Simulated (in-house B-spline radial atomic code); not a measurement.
# Binding energies in Os4+

NIST's tabulated ground configuration is [Xe] 4f14 5d4; each binding energy is the energy of the ion with one electron taken from that subshell, relaxed, less that of the parent. All numbers are computed (Dirac-Hartree-Fock, average of configuration; Fermi nucleus of rms radius 5.4126 fm) with a radial B-spline atomic code at the basis-set limit, not measured. Energies include first-order Breit, QED and recoil terms.

| subshell | X-ray name | binding energy (eV) | -ε (eV) | relaxation (eV) |
| --- | --- | --- | --- | --- |
| 1s | K | 73927.8 | 74398.3 | 88.5 |
| 2s | L1 | 13035.2 | 13135.5 | 52.5 |
| 2p1/2 | L2 | 12446.8 | 12550.9 | 57.1 |
| 2p3/2 | L3 | 10932.9 | 11016.7 | 53.8 |
| 3s | M1 | 3117.8 | 3156.6 | 29.1 |
| 3p1/2 | M2 | 2857.3 | 2896.4 | 30.2 |
| 3p3/2 | M3 | 2523.2 | 2556.9 | 28.4 |
| 4s | N1 | 723.4 | 736.9 | 11.3 |
| 4p1/2 | N2 | 613.7 | 626.7 | 11.2 |
| 4p3/2 | N3 | 535.1 | 546.1 | 10.0 |
| 5s | O1 | 151.1 | 153.5 | 2.1 |
| 5p1/2 | O2 | 114.3 | 116.3 | 1.8 |
| 4f5/2 | N6 | 110.7 | 119.1 | 8.6 |
| 4f7/2 | N7 | 108 | 116.1 | 8.4 |
| 5p3/2 | O3 | 101.5 | 103.1 | 1.5 |
| 5d | O4,5 | 53.84 | 54.55 | 0.72 |

Relaxation = -ε minus the binding energy without Breit, QED and recoil terms.

Emission lines follow as differences of binding energies, with λ = 12398.42 eV·Å / E:

```csv
line,holes,energy (eV),wavelength (Å)
K-L3,1s → 2p3/2,62994.9,0.19682
K-L2,1s → 2p1/2,61481.0,0.20166
K-M3,1s → 3p3/2,71404.6,0.17364
L1-M3,2s → 3p3/2,10512.0,1.1795
L3-M1,2p3/2 → 3s,7815.1,1.5865
```

Q: What screening constant σ does Moseley's law, E = (3/4)·13.6057 eV·(Z - σ)², need for K-L3?

A: σ = -2.57.

Moseley's non-relativistic formula needs a falling, then negative, screening constant for heavy elements, because relativity binds the 1s electron more strongly than the formula allows.

Q: What does it cost to remove both a 2s and a 5p1/2 electron?

A: 13171 eV, which is 21.74 eV more than the two single binding energies together.

Q: What does it cost to remove both a 1s and a 5p3/2 electron?

A: 74051 eV, which is 21.2 eV more than the two single binding energies together.

Q: What does it cost to remove both a 4s and a 5p1/2 electron?

A: 858.68 eV, which is 20.99 eV more than the two single binding energies together.
